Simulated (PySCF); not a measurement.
## Computed properties of ClH3MgSi, SMILES [SiH3][Mg][Cl]

Mg(Cl)(SiH3) (ClH₃MgSi), SMILES [SiH3][Mg][Cl]. Geometry optimised at PBE0-D3(BJ)/def2-TZVP. The values are those of a single conformer. All values are computed for the isolated molecule unless a solvent is named; none is compared with measurement here.

**Structure.** The optimised structure has C3v symmetry. All 12 harmonic modes at PBE0-D3(BJ)/def2-TZVP (PySCF) are real, so it is a minimum. With heavy atoms numbered as in [Mg:1]([Cl:2])[SiH3:3], the shortest bond between them is Mg1–Cl2 at 2.190 Å and the longest Mg1–Si3 at 2.556 Å.

**Vibrations.** The strongest infrared lines (harmonic, unscaled, degenerate partners summed) lie at 842 cm⁻¹ (268 km/mol, H 91 %, Si 9 %), 2197 cm⁻¹ (171 km/mol, H 96 %), 533 cm⁻¹ (112 km/mol, Mg 71 %, Cl 24 %). The softest mode is at 87 cm⁻¹ and the zero-point energy is 15.8 kcal/mol.

**Electronic structure.** HF/def2-TZVPD (PySCF) places the frontier levels at -9.76 and 0.82 eV, a gap of 10.58 eV, and gives a dipole moment of 1.48 D and a mean polarisability of 70.5 bohr³.

**Excitations.** TDDFT-M06-2X/def2-SVPD (PySCF) has S1 at 5.41 eV (229 nm, f = 0.194, bright); the most intense of the 10 singlets computed lies at 5.54 eV (f = 0.57). Strengths of degenerate partners are summed. T1 (TDA) is at 4.20 eV. No vertical singlet excitation falls in the visible range (under 3.1 eV).

**NMR.** GIAO shifts at B3LYP/pcSseg-2 (PySCF) (non-relativistic, atoms alike by connectivity averaged): ¹H at 3.2 ppm against TMS; ²⁹Si at -150.2 ppm against TMS. Without spin–orbit terms, shifts of atoms bonded to Cl or Br come out too high.
